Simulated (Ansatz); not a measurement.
Consider the ligand exchange at a B–Se bond: `FB([SiH3])[SeH]` + CH₃NH₂ → `CNB(F)[SiH3]` + H₂Se.

Gas-phase electronic energies from Ansatz, PBE0-D4/def2-TZVP geometries. CCSD(T)/CBS is the MP2 limit (def2-TZVPP, def2-QZVPP) plus CCSD(T) − MP2 in def2-TZVPP, frozen cores. Functionals use def2-TZVPP. B3LYP here is the variant with VWN-RPA as its local correlation; programs differ in this. For Se outer-core shells are correlated without core-valence functions, which leaves a few kJ/mol of doubt a bond. Scalar relativity is left out up to krypton. Each species was taken in one conformer, which may not be the lowest.

`FB([SiH3])[SeH]`:

Z-matrix (Å, degrees):
```
Si
B 1 2.029
H 1 1.489 2 110.1
H 1 1.487 2 110.4 3 120.3
H 1 1.489 2 110.0 3 -119.4
Se 2 1.938 1 119.5 3 -120.4
F 2 1.326 1 121.0 3 59.6
H 6 1.472 2 95.8 1 -179.9
```

CH₃NH₂:

```xyz
7

C     0.235    0.376    0.355
N    -0.598   -0.602   -0.324
H     1.152    0.666   -0.179
H     0.528   -0.013    1.332
H    -0.346    1.284    0.535
H    -0.082   -1.456   -0.491
H    -0.889   -0.255   -1.229
```

`CNB(F)[SiH3]`:

Z-matrix (Å, degrees):
```
C
N 1 1.443
H 1 1.094 2 111.5
H 1 1.089 2 109.6 3 119.5
H 1 1.094 2 111.4 3 -121.0
B 2 1.390 1 128.7 3 -119.3
H 2 1.011 1 114.5 3 60.6
Si 6 2.032 2 126.8 1 -0.0
F 6 1.349 2 116.6 1 180.0
H 8 1.490 6 109.9 2 -120.1
H 8 1.490 6 109.9 2 121.6
H 8 1.490 6 113.8 2 0.7
```

H₂Se:

Cartesian coordinates in Å:
```
Se -0.480 -0.431 0.228
H 0.945 -0.559 -0.097
H -0.465 0.991 -0.131
```

```
             level  ΔE (kJ/mol)  difference from CCSD(T)/CBS
            PBE-D4        -63.6                          1.7
         r2SCAN-D4        -66.3                         -1.0
           PBE0-D4        -66.8                         -1.5
          B3LYP-D4        -71.7                         -6.4
           ωB97X-V        -70.8                         -5.5
           ωB97M-V        -72.6                         -7.3
            B2PLYP        -68.9                         -3.6
               PBE        -62.5                          2.8
            r2SCAN        -65.6                         -0.3
              PBE0        -65.8                         -0.5
             B3LYP        -70.4                         -5.1
     HF/def2-TZVPP        -73.8                         -8.5
    MP2/def2-TZVPP        -64.8                          0.5
SCS-MP2/def2-TZVPP        -66.9                         -1.6
   CCSD/def2-TZVPP        -69.5                         -4.2
CCSD(T)/def2-TZVPP        -67.7                         -2.4
     HF/def2-QZVPP        -74.2                         -8.9
    MP2/def2-QZVPP        -63.5                          1.8
SCS-MP2/def2-QZVPP        -65.9                         -0.6
      HF/CBS(def2)        -74.3                         -9.0
     MP2/CBS(def2)        -62.3                          3.0
    CCSD/CBS(def2)        -67.1                         -1.8
       CCSD(T)/CBS        -65.3                            0
```

Largest T1 diagnostic among the species: 0.013.

From PBE to PBE0 (25 % exact exchange), in def2-TZVPP and without D4, ΔE moves by −3.3 kJ/mol. In def2-TZVPP, CCSD(T) changes the Hartree–Fock value by +6.0 kJ/mol (the triples alone add +1.8 kJ/mol) and MP2 by +9.0 kJ/mol.
